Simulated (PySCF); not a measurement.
CH9FN2Si2, SMILES N[SiH2]N[SiH2]CF.

Coordinates come from a B3LYP-D3(BJ)/def2-SVP optimisation. This is a generated structure with no PubChem entry under its InChIKey; it may be hypothetical. The values are those of a single conformer.

Two levels are set side by side: PBE/def2-TZVP (PySCF) and ωB97X/def2-TZVP (PySCF). Same geometry, gas phase. Differences are taken from unrounded values.

```tsv
quantity	ωB97X
orbital gap (eV)	11.99
highest occupied level (eV)	-9.79
lowest empty level (eV)	2.20
dipole moment (D)	3.21
mean polarisability (bohr³)	77.1
```

Task: What does PBE give, and how far is it from ωB97X? (The exact figures need the calculation; the answer reports its results.)

Result: 
| quantity | PBE | PBE minus ωB97X |
|---|---|---|
| orbital gap (eV) | 5.34 | -6.65 |
| highest occupied level (eV) | -6.02 | 3.77 |
| lowest empty level (eV) | -0.68 | -2.88 |
| dipole moment (D) | 3.13 | -0.08 |
| mean polarisability (bohr³) | 82.3 | 5.2 |

Without exact exchange PBE keeps part of each electron's self-repulsion, which lifts occupied levels and narrows the gap. Loosely held outer electrons make PBE densities more polarisable. Differences between two approximate levels are no errors against the true value.

Rough cost on one machine, each run with all the roots and properties that it gave: ωB97X against PBE within a factor of 2.
